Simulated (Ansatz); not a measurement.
BiF₃. The state is a singlet with charge 0. Geometry PBE-D4/def2-TZVP.

Cartesian coordinates in Å:
```
Bi 0.326 -0.596 0.370
F -1.363 -0.850 -0.707
F -0.305 1.029 1.388
F 1.342 0.417 -1.051
```

In the def2 sets Bi takes a core potential; there is no spin–orbit coupling. The structure comes from a short search, and lower isomers may exist.

Problem. Estimate the orbital energies around the gap (eV) in Ansatz with PBE-D4/def2-TZVP, r2SCAN-D4/def2-TZVPD, PBE0-D4/def2-SVP, PBE0-D4/def2-TZVP, PBE0-D4/def2-TZVPD.

Solution. 
| orbital | PBE-D4/def2-TZVP | r2SCAN-D4/def2-TZVPD | PBE0-D4/def2-SVP | PBE0-D4/def2-TZVP | PBE0-D4/def2-TZVPD |
| --- | --- | --- | --- | --- | --- |
| HOMO−5 | -9.32 | -9.90 | -10.91 | -11.38 | -11.47 |
| HOMO−4 | -9.32 | -9.90 | -10.91 | -11.38 | -11.47 |
| HOMO−3 | -9.09 | -9.67 | -10.64 | -11.11 | -11.20 |
| HOMO−2 | -9.09 | -9.67 | -10.64 | -11.11 | -11.20 |
| HOMO−1 | -8.99 | -9.58 | -10.56 | -11.05 | -11.14 |
| HOMO | -8.56 | -9.05 | -9.72 | -10.13 | -10.21 |
| LUMO | -2.55 | -2.38 | -1.56 | -1.86 | -1.97 |
| LUMO+1 | -2.55 | -2.38 | -1.56 | -1.86 | -1.96 |
| LUMO+2 | -2.19 | -1.96 | -1.03 | -1.40 | -1.59 |
| LUMO+3 | 2.79 | 0.69 | 5.52 | 3.44 | 0.42 |
| LUMO+4 | 3.12 | 2.47 | 7.44 | 3.79 | 2.28 |
| LUMO+5 | 3.12 | 2.47 | 7.49 | 3.79 | 2.28 |
